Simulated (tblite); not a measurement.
Problem. Write a Z-matrix for `F/C=C/C[Si@@H](F)C[SiH3]` as optimised with GFN2-xTB.

Solution. 
Z-matrix in Å and degrees, rows numbered from 1:
```
F 
C   1  1.3486
C   2  1.3189  1  121.73
C   3  1.4855  2  123.77  1   178.84
Si  4  1.9089  3  111.42  2  -109.92
F   5  1.6173  4  106.37  3    62.59
C   5  1.8907  4  111.55  3  -179.97
Si  7  1.9076  5  115.75  4   -61.13
H   2  1.0796  1  111.92  3  -179.91
H   3  1.0804  2  119.16  1     0.28
H   4  1.0902  3  109.11  2   129.14
H   4  1.0903  3  109.73  2    11.48
H   5  1.4590  4  112.29  3   -50.00
H   7  1.0892  5  109.47  4    62.22
H   7  1.0898  5  108.27  4   177.29
H   8  1.4609  7  110.14  5   -58.74
H   8  1.4670  7  109.45  5    62.54
H   8  1.4666  7  108.22  5  -179.06
```

Of the pairs four or more bonds apart, H9···H12 is among the closest relative to their van der Waals radii: 2.49 Å, 104 % of the sum of Bondi's values. Si8 (SiH3 silicon) is tetrahedral (angles from 108.2° to 110.2°). The 2 C–C bonds span 1.319 Å (C2=C3, drawn double) to 1.486 Å (C3–C4, drawn single), a spread of 0.167 Å. Si5 (fluorine-bound silicon) is distorted tetrahedral (angles from 103.5° to 114.4°).

Structure optimised with GFN2-xTB, isolated species.

Point group: C1 (no symmetry element, even within 0.4 Å). Its GFN2-xTB frequencies are all real (lowest 19 cm⁻¹). The numbers are those of one conformer (C2–C3–C4–Si5 -110°, C3–C4–Si5–F6 63°, C4–Si5–C7–Si8 -61°).

Time: 0.89 s of wall time. Hardware: one thread of an Arm Neoverse V2, on a shared host. This is the geometry optimisation.

The numbers are calculated, not measured.
